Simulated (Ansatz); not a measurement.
Compare A (`OC1=N[SiH2]N1`) with its isomer B (`N#CN[SiH2]O`).

Isolated molecules relaxed with PBE0-D4/def2-TZVP in Ansatz; ΔE leaves out vibrations. CCSD(T)/CBS adds triple-zeta CCSD(T) − MP2 to the extrapolated MP2 energy (def2 sets, frozen cores). DFT in def2-TZVPP. One conformer a species, not always the lowest.

A:

```xyz
9

O    -0.704   -1.935   -0.346
C    -0.246   -0.744    0.016
N     0.524   -0.478    1.026
Si    0.531    1.156    0.403
N    -0.604    0.373   -0.710
H    -0.337   -2.569    0.285
H     1.785    1.625   -0.232
H    -0.059    2.234    1.231
H    -0.890    0.338   -1.673
```

B:

```xyz
9

N    -0.406   -2.196    1.760
C     0.042   -1.208    1.364
N     0.545   -0.083    0.860
Si    0.282    0.427   -0.794
O    -1.136    1.201   -1.037
H     0.920    0.555    1.547
H     1.335    1.424   -1.060
H     0.367   -0.814   -1.592
H    -1.949    0.694   -1.049
```

Which isomer does CCSD(T)/CBS put lower? Give the gap. (Estimate.)

Computed: B, by 111.2 kJ/mol.

Give E(B) − E(A) in kJ/mol with r2SCAN-D4, PBE-D4, LDA (SPW92), HF/def2-TZVPP, ωB97M-V, B2PLYP, CCSD(T)/def2-SVP. (An estimate is asked.)

Ansatz gave: r2SCAN-D4 -89.3, PBE-D4 -82.0, LDA (SPW92) -48.7, HF/def2-TZVPP -133.6, ωB97M-V -99.4, B2PLYP -120.1, CCSD(T)/def2-SVP -110.1. None reverses the order clearly.

Does the order hold for the free energy at 298.15 K (harmonic terms from PBE0-D4)? (An estimate is asked.)

Ansatz gave: Yes: G(B) − G(A) = -123.8 kJ/mol, for one conformer each. Modes under 60 cm⁻¹, often nearly free rotors, make the harmonic entropy too high.

Largest T1 diagnostic: 0.014.

From BLYP to BHLYP (50 % exact exchange), in def2-TZVPP and without D4, E(B) − E(A) moves by +8.7 kJ/mol. In def2-TZVPP, CCSD(T) changes the Hartree–Fock value by +17.5 kJ/mol (the triples alone add +4.2 kJ/mol) and MP2 by +15.2 kJ/mol.
